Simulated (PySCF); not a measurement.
# Structure from NMR data

Molecular formula: C4H4F4O2. Simulated spectra:

1H NMR (300 MHz, computed): δ 6.63 (m, 1H), 6.07 (m, 1H), 4.85 (m, 1H), 2.95 (m, 1H).

13C{1H} NMR (computed): δ 123.8 (CH), 121.9 (CH), 73.1 (CH), 54.6 (CH).

No relativistic terms, single conformer, isolated molecule. Shieldings: GIAO PBE0/pcSseg-1; geometry: GFN2-xTB; PySCF 2.14.0 with density-fitted response routines.

Scale: TMS for 1H (σref 31.72) and 13C (σref 186.93) (reference shieldings calculated alike).

Deduce the structure.

Answers


Rings plus π bonds: 1 (1 ring in the answer). 4 carbon signals for 4 carbons: no two carbons are equivalent. Carbon types of the structure: 4 × CH, which accounts for all hydrogens. δC 123.8: sp3 CH bonded to 2 F and O; 3 electronegative neighbours deshield it. δC 121.9: sp3 CH bonded to 2 F; 2 electronegative neighbours deshield it. δC 73.1, 54.6: epoxide ring carbon. δH 6.63: hydrogen on an sp3 CH bonded to 2 F and O; its carbon carries F and O, hence the downfield position. δH 6.07: hydrogen on an sp3 CH bonded to 2 F; its carbon carries F, which withdraws density. δH 4.85, 2.95: hydrogen on an epoxide ring carbon; its carbon carries O, an electronegative neighbour.

The compound is SMILES FC(F)O[C@@H]1O[C@@H]1C(F)F.

The shifts were computed for this structure.

Splittings by 19F in the carbon and heteronuclear signals aren't shown, as no couplings were computed. Shifts are as computed. Against solution values, carbons near 30 ppm lie about +3 ppm off and those near 130 ppm about +5 ppm. Of 1211 compounds with measured shifts, 218 miss one by over three times the rms of a fit or turn the order of signals round; such compounds aren't used in these exercises. No couplings were computed; multiplicities are counted from neighbouring protons, with m where these are inequivalent, close in shift, in a saturated or five-membered ring or joined by F or P, and br s for small geminal =CH2 splittings.
